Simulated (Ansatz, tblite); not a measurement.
Cost and result up the ladder for Me2Se2 (C2H6Se2) (10 atoms). The state is a singlet with charge 0. Geometry: r2SCAN-D4/def2-SVP.

```xyz
10

C    -0.425   -1.962    0.270
Se   -1.652   -0.432    0.234
Se   -0.594    0.939   -1.317
C     0.656    1.910   -0.159
H     0.557   -1.666    0.663
H    -0.327   -2.388   -0.737
H    -0.881   -2.703    0.944
H     0.103    2.444    0.625
H     1.173    2.633   -0.808
H     1.390    1.224    0.284
```

Ansatz on 4 threads of AMD EPYC 9R45 on a shared host; xTB runs through tblite on one thread. Times are rough, summed over both states, and most runs start from the orbitals of an earlier one. PBE0-D4/def2-TZVP serves as the yardstick here, not as an exact answer. The other state is a triplet.

The xTB rows come from tblite. HOMO above LUMO, or a gap near zero within one spin, warns that the state may not be the lowest or that an electron is smeared out.

xTB has no spin-polarisation term.

```
                          level  functions  wall time
                       GFN2-xTB         32    0.004 s
                       GFN1-xTB         38    0.041 s
               PBE-D4/def2-TZVP        194      1.9 s
            r2SCAN-D4/def2-TZVP        194        4 s
PBE0-D4/def2-TZVP (with forces)        194      4.3 s
```

(1) Estimate what each level gives for the vertical triplet (eV).

## Answers

(1) 
| level | vertical triplet (eV) | difference from PBE0-D4/def2-TZVP (eV) | remarks |
| --- | --- | --- | --- |
| GFN2-xTB | 3.46 | 0.10 | – |
| GFN1-xTB | 3.87 | 0.51 | – |
| PBE-D4/def2-TZVP | 3.19 | -0.17 | gap within one spin near zero (triplet) |
| r2SCAN-D4/def2-TZVP | 3.28 | -0.08 | – |
| PBE0-D4/def2-TZVP (with forces) | 3.36 | 0.00 | – |
